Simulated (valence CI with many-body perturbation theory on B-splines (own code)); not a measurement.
# Ar⁴⁺: electric-dipole lines

Calculated by valence CI with perturbative core correlation (CI+MBPT): four valence electrons over a frozen Dirac-Fock core [Ne], radial functions for each j: 11 s, 11 p, 10 d, 8 f, 5 g, 2 h, with the one-electron correlation potential Σ1 (screened to all orders), the two-electron term Σ2, the three-electron term Σ3, Breit, model QED; selected single and double excitations, second order for the rest, scaled by the run's own slope (own B-spline code, finite nucleus).

Set against measurement, 36 paired levels are off by 108 cm⁻¹ on average, the worst by 350. These come from a selection out of Saloman, J. Phys. Chem. Ref. Data 39, 033101 (2010). Levels without a partner in it may be off by more. Among the levels kept, up to 930 cm⁻¹ of a level comes from second order outside the variational space, and about a tenth of that is noise between levels of different J, which matters for small intervals. 7 measured levels below the end of the list, from 252141 cm⁻¹ on, found no clear computed partner, and computed levels of the same name lie up to 12927 cm⁻¹ from them.

Lines 101 to 150 of 586 in falling wavelength, among levels below 454710 cm⁻¹, chosen from the strongest by gf and those to the six lowest levels. Wavelengths and rates use the calculated energies, so an error of 100 cm⁻¹ moves a line at 208.3 nm by 0.21 % and its rate by three times that or more. Electric multipoles are in the length gauge, E1 and E2 with the static RPA response of the core. Weak lines are less certain than strong ones. Lines between different terms over intervals too small for the method are left out, as are lines whose strength nearly cancels. Where a level lies close to another of its J and parity, the split of strength between their lines is uncertain. The highest levels of a list are the least certain.

Names give the largest LS component (configuration and term), which can be under half, so a name can repeat, a term be missing and a line seem to break the LS rules; names also repeat where a configuration has a term twice. Letters in brackets count levels of one name in rising energy.

| λ vac (nm) | Upper | Lower | A (s⁻¹) | S (a.u.) |
| --- | --- | --- | --- | --- |
| 208.3 | 3s 3p2 4p 5S°_2 | 3s 3p2 4s 5P_2 | 1.22e+08 | 2.73e+00 |
| 207.7 | 3s2 3p 4d 1P°_1 | 3s2 3p 4p 1S_0 | 4.68e+08 | 6.21e+00 |
| 203.2 | 3s2 3p 5p 3S_1 | 3s2 3p 4d 3P°_2 | 2.63e+08 | 3.27e+00 |
| 201.8 | 3s2 3p 5p 3P_1 | 3s2 3p 4d 3P°_0 | 1.24e+08 | 1.51e+00 |
| 200.5 | 3s2 3p 5p 3P_1 | 3s2 3p 4d 3P°_1 | 2.45e+08 | 2.93e+00 |
| 198.4 | 3s2 3p 5p 3P_1 | 3s2 3p 4d 3P°_2 | 9.83e+07 | 1.14e+00 |
| 197.9 | 3s2 3p 5p 3P_2 | 3s2 3p 4d 3P°_2 | 1.39e+08 | 2.66e+00 |
| 195.2 | 3s2 3p 5p 3D_2 | 3s2 3p 4d 3F°_3 | 2.01e+08 | 3.70e+00 |
| 195.1 | 3s2 3p 5p 3D_1 | 3s2 3p 4d 3F°_2 | 2.18e+08 | 2.39e+00 |
| 193.3 | 3s2 3p 5p 3D_2 | 3s2 3p 4d 3F°_2 | 9.06e+07 | 1.61e+00 |
| 192.7 | 3s2 3p 5p 1P_1 | 3s2 3p 4d 1D°_2 | 5.42e+08 | 5.74e+00 |
| 192.0 | 3s2 3p 5p 3D_3 | 3s2 3p 4d 3F°_4 | 5.91e+08 | 1.45e+01 |
| 189.7 | 3s2 3p 5p 3D_3 | 3s2 3p 4d 3F°_3 | 1.42e+08 | 3.35e+00 |
| 189.5 | 3s2 3p 5p 3D_1 | 3s2 3p 4d 3D°_2 | 5.00e+08 | 5.04e+00 |
| 189.0 | 3s2 3p 5p 3S_1 | 3s2 3p 4d 3F°_2 | 1.96e+08 | 1.96e+00 |
| 189.0 | 3s2 3p 5p 3D_2 | 3s2 3p 4d 3D°_3 | 4.33e+08 | 7.21e+00 |
| 186.2 | 3s2 3p 5p 3P_2 | 3s2 3p 4d 3F°_3 | 2.51e+08 | 3.99e+00 |
| 184.6 | 3s2 3p 5p 3P_0 | 3s2 3p 4d 3D°_1 | 6.44e+08 | 2.00e+00 |
| 184.3 | 3s 3p2 3d 3D_3 [b] | 3s2 3p 4s 3P°_2 | 4.69e+07 | 1.01e+00 |
| 184.0 | 3s2 3p 5p 3S_1 | 3s2 3p 4d 3D°_1 | 1.16e+08 | 1.07e+00 |
| 181.3 | 3s2 3p 4d 3D°_2 | 3s2 3p 4p 3P_2 | 8.89e+07 | 1.31e+00 |
| 180.6 | 3s2 3p 5p 3P_2 | 3s2 3p 4d 3D°_3 | 1.85e+08 | 2.69e+00 |
| 180.1 | 3s2 3p 4d 3D°_3 | 3s2 3p 4p 3P_2 | 4.69e+08 | 9.47e+00 |
| 178.1 | 3s2 3p 4d 3D°_2 | 3s2 3p 4p 3P_1 | 4.24e+08 | 5.92e+00 |
| 178.0 | 3s2 3p 4d 1F°_3 | 3s2 3p 4p 1D_2 | 1.08e+09 | 2.11e+01 |
| 177.9 | 3s2 3p 4d 3D°_1 | 3s2 3p 4p 3P_1 | 3.10e+08 | 2.58e+00 |
| 176.6 | 3s2 3p 4d 3D°_1 | 3s2 3p 4p 3P_0 | 5.03e+08 | 4.11e+00 |
| 174.9 | 3s2 3p 4d 3F°_3 | 3s2 3p 4p 3P_2 | 2.88e+08 | 5.32e+00 |
| 173.9 | 3s2 3p 4p 1S_0 | 3s2 3p 4s 1P°_1 | 7.19e+08 | 1.87e+00 |
| 173.5 | 3s2 3p 4d 3F°_2 | 3s2 3p 4p 3P_1 | 2.25e+08 | 2.89e+00 |
| 168.9 | 3s2 3p 4d 3P°_2 | 3s2 3p 4p 3S_1 | 5.69e+08 | 6.78e+00 |
| 167.5 | 3s2 3p 4d 3P°_1 | 3s2 3p 4p 3S_1 | 8.86e+08 | 6.16e+00 |
| 166.5 | 3s2 3p 4d 3P°_0 | 3s2 3p 4p 3S_1 | 1.10e+09 | 2.50e+00 |
| 166.1 | 3s2 3p 4d 3D°_3 | 3s2 3p 4p 3D_2 | 4.47e+08 | 7.08e+00 |
| 165.9 | 3s2 3p 4d 3D°_2 | 3s2 3p 4p 3D_1 | 3.89e+08 | 4.38e+00 |
| 165.7 | 3s2 3p 4d 3P°_2 | 3s2 3p 4p 3P_2 | 4.77e+08 | 5.35e+00 |
| 164.3 | 3s2 3p 4d 3F°_3 | 3s2 3p 4p 3D_3 | 3.06e+08 | 4.70e+00 |
| 164.2 | 3s2 3p 4d 3P°_1 | 3s2 3p 4p 3P_2 | 2.57e+08 | 1.69e+00 |
| 163.0 | 3s2 3p 4d 3P°_2 | 3s2 3p 4p 3P_1 | 2.20e+08 | 2.35e+00 |
| 163.0 | 3s2 3p 4d 3F°_2 | 3s2 3p 4p 3D_2 | 2.39e+08 | 2.55e+00 |
| 162.6 | 3s2 3p 4d 3F°_4 | 3s2 3p 4p 3D_3 | 1.13e+09 | 2.16e+01 |
| 161.8 | 3s2 3p 4d 3F°_2 | 3s2 3p 4p 3D_1 | 3.83e+08 | 4.01e+00 |
| 161.8 | 3s2 3p 4d 1D°_2 | 3s 3p2 3d 3D_1 [a] | 1.48e+08 | 1.54e+00 |
| 161.6 | 3s2 3p 4d 3F°_3 | 3s2 3p 4p 3D_2 | 4.36e+08 | 6.36e+00 |
| 158.7 | 3s2 3p 4d 1D°_2 | 3s2 3p 4p 1P_1 | 9.59e+08 | 9.46e+00 |
| 158.1 | 3s2 3p 4d 3D°_2 | 3s 3p2 3d 3D_1 [a] | 1.76e+08 | 1.72e+00 |
| 157.4 | 3s2 3p 4d 3D°_3 | 3s 3p2 3d 3D_2 [a] | 2.11e+08 | 2.85e+00 |
| 154.6 | 3s2 3p 4d 3F°_2 | 3s 3p2 3d 3D_2 [a] | 1.22e+08 | 1.12e+00 |
| 154.5 | 3s2 3p 4d 3F°_3 | 3s 3p2 3d 3D_3 [a] | 7.59e+07 | 9.68e-01 |
| 154.4 | 3s2 3p 4d 3F°_2 | 3s 3p2 3d 3D_1 [a] | 2.66e+08 | 2.42e+00 |
